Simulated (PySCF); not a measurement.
CH₄OZn, singlet, geometry from GFN2-xTB (such geometries of metal compounds can be far from the true shape), with bond 4-2 at 1.3 times its length; DF-SVWN5/cc-pVDZ in PySCF.

Here is a job for PySCF.
```python
from pyscf import gto, scf, dft

mol = gto.M(
    atom='''
Zn   -0.017256    0.014696    0.176109
C    -0.169991    1.585298   -1.038686
H    -0.894382    2.312936   -0.697578
H    -0.571144    1.127021   -2.310202
H     0.783222    2.088236   -1.145615
O     0.232777   -1.667910    0.450131
H     0.265150   -2.243340    1.207772
''',
    basis='cc-pvdz',
    charge=0,
    spin=0,
    verbose=4,
)

mf = dft.RKS(mol)
mf.xc = 'lda,vwn'
mf.DIIS = scf.EDIIS
mf = mf.density_fit(auxbasis='def2-universal-jkfit')
mf.kernel()
```

The log (banner, timings and long lists left out):

```
PySCF version 2.14.0

[INPUT] verbose = 4
[INPUT] num. atoms = 7
[INPUT] num. electrons = 48
[INPUT] charge = 0
[INPUT] spin (= nelec alpha-beta = 2S) = 0
[INPUT] symmetry False subgroup None
[INPUT] Mole.unit = angstrom
[INPUT] Symbol           X                Y                Z      unit          X                Y                Z       unit  Magmom
[...]
nuclear repulsion = 170.370342656309
number of shells = 29
number of NR pGTOs = 202
number of NR cGTOs = 91
basis = cc-pvdz
ecp = {}

******** <class 'pyscf.df.df_jk.DFRKS'> ********
method = DFRKS
initial guess = minao
damping factor = 0
level_shift factor = 0
DIIS = <class 'pyscf.scf.diis.EDIIS'>
diis_start_cycle = 1
diis_space = 8
diis_damp = 0
SCF conv_tol = 1e-09
SCF conv_tol_grad = None
SCF max_cycles = 50
direct_scf = False
XC library pyscf.dft.libxc version 7.1.2
    S. Lehtola, C. Steigemann, M. J. T. Oliveira, and M. A. L. Marques,  SoftwareX 7, 1–5 (2018)
XC functionals = lda,vwn
    P. A. M. Dirac,  Math. Proc. Cambridge Philos. Soc. 26, 376 (1930)
    F. Bloch,  Z. Phys. 57, 545 (1929)
    S. H. Vosko, L. Wilk, and M. Nusair,  Can. J. Phys. 58, 1200 (1980)
radial grids:
    Treutler-Ahlrichs [JCP 102, 346 (1995); DOI:10.1063/1.469408] (M4) radial grids

becke partition: Becke, JCP 88, 2547 (1988); DOI:10.1063/1.454033
pruning grids: <function nwchem_prune>
grids dens level: 3
symmetrized grids: False
atomic radii adjust function: <function treutler_atomic_radii_adjust>
small_rho_cutoff = 0
Set gradient conv threshold to 3.16228e-05
Initial guess from minao.
tot grids = 88072
init E= -1890.89923821966
[...]
cycle= 1 E= -1891.00055610299  delta_E= -0.101  |g|= 1.57  |ddm|= 2.65
[...]
cycle= 2 E= -1887.20317697673  delta_E=  3.8  |g|= 4.45  |ddm|= 3.26
[...]
cycle= 3 E= -1890.28201043738  delta_E= -3.08  |g|= 2.54  |ddm|= 3.73
[...]
cycle= 4 E= -1890.63386447742  delta_E= -0.352  |g|=  2.1  |ddm|= 1.31
[...]
cycle= 5 E= -1890.63386447452  delta_E= 2.91e-09  |g|=  2.1  |ddm|= 3.57e-09
[...]
cycle= 6 E= -1890.63386428309  delta_E= 1.91e-07  |g|=  2.1  |ddm|= 2.35e-07
[...]
cycle= 7 E= -1890.63386447006  delta_E= -1.87e-07  |g|=  2.1  |ddm|= 2.29e-07
[...]
cycle= 8 E= -1890.63386448553  delta_E= -1.55e-08  |g|=  2.1  |ddm|= 1.9e-08
[...]
cycle= 9 E= -1890.63386434986  delta_E= 1.36e-07  |g|=  2.1  |ddm|= 1.66e-07
[...]
cycle= 10 E= -1890.63386447946  delta_E= -1.3e-07  |g|=  2.1  |ddm|= 1.59e-07
[...]
cycle= 11 E= -1884.03585877627  delta_E=  6.6  |g|= 5.12  |ddm|= 4.26
[...]
[...]
[...]
cycle= 22 E= -1888.5057474142  delta_E= -10.3  |g|=  3.3  |ddm|= 9.07
[...]
cycle= 23 E= -1888.50574741434  delta_E= -1.37e-10  |g|=  3.3  |ddm|= 4.67e-10
[...]
cycle= 24 E= -1888.50574741498  delta_E= -6.45e-10  |g|=  3.3  |ddm|= 1.92e-09
[...]
cycle= 25 E= -1888.50574741096  delta_E= 4.03e-09  |g|=  3.3  |ddm|= 1.2e-08
[...]
cycle= 26 E= -1888.50574741445  delta_E= -3.49e-09  |g|=  3.3  |ddm|= 1.04e-08
[...]
cycle= 27 E= -1888.50574742819  delta_E= -1.37e-08  |g|=  3.3  |ddm|= 4.07e-08
[...]
cycle= 28 E= -1888.50574741459  delta_E= 1.36e-08  |g|=  3.3  |ddm|= 4.03e-08
[...]
cycle= 29 E= -1869.22597380204  delta_E= 19.3  |g|= 5.65  |ddm|=   13

WARN: HOMO -0.0766850167035282 == LUMO -0.0760775359091998

cycle= 30 E= -1865.40224026781  delta_E= 3.82  |g|= 9.36  |ddm|= 19.3
[...]
cycle= 31 E= -1888.65485560665  delta_E= -23.3  |g|= 3.64  |ddm|= 14.9
[...]
cycle= 32 E= -1888.65485560958  delta_E= -2.93e-09  |g|= 3.64  |ddm|= 5.61e-08
[...]
cycle= 33 E= -1888.65485560983  delta_E= -2.56e-10  |g|= 3.64  |ddm|= 4.87e-09
[...]
cycle= 34 E= -1888.6548556097  delta_E= 1.36e-10  |g|= 3.64  |ddm|= 3e-09
[...]
cycle= 35 E= -1888.65485560952  delta_E= 1.75e-10  |g|= 3.64  |ddm|= 3.1e-09
[...]
cycle= 36 E= -1888.65485560974  delta_E= -2.15e-10  |g|= 3.64  |ddm|= 4.11e-09
[...]
cycle= 37 E= -1888.65485561912  delta_E= -9.38e-09  |g|= 3.64  |ddm|= 1.78e-07
[...]
cycle= 38 E= -1865.3746608693  delta_E= 23.3  |g|= 5.27  |ddm|= 15.9
[...]
cycle= 39 E= -1862.95004691305  delta_E= 2.42  |g|= 10.8  |ddm|= 21.5
[...]
cycle= 40 E= -1888.08363080671  delta_E= -25.1  |g|= 5.52  |ddm|= 14.2
[...]
cycle= 41 E= -1888.08363080716  delta_E= -4.51e-10  |g|= 5.52  |ddm|= 7.53e-09
[...]
cycle= 42 E= -1888.08363080798  delta_E= -8.19e-10  |g|= 5.52  |ddm|= 1.46e-08
[...]
cycle= 43 E= -1888.08363083149  delta_E= -2.35e-08  |g|= 5.52  |ddm|= 4.11e-07
[...]
cycle= 44 E= -1888.08363081021  delta_E= 2.13e-08  |g|= 5.52  |ddm|= 3.72e-07
[...]
cycle= 45 E= -1888.08363080676  delta_E= 3.44e-09  |g|= 5.52  |ddm|= 6.04e-08
[...]
cycle= 46 E= -1888.0836308067  delta_E= 6.91e-11  |g|= 5.52  |ddm|= 9.02e-10
[...]
cycle= 47 E= -1860.46943966768  delta_E= 27.6  |g|= 6.59  |ddm|= 12.4
[...]
cycle= 48 E= -1847.77287744951  delta_E= 12.7  |g|= 14.8  |ddm|= 22.7
[...]
cycle= 49 E= -1868.63019317216  delta_E= -20.9  |g|= 11.3  |ddm|= 54.4
[...]
cycle= 50 E= -1887.96428325352  delta_E= -19.3  |g|= 6.13  |ddm|= 53.8
SCF not converged.
SCF energy = -1887.96428325352
```

Convergence was not reached.
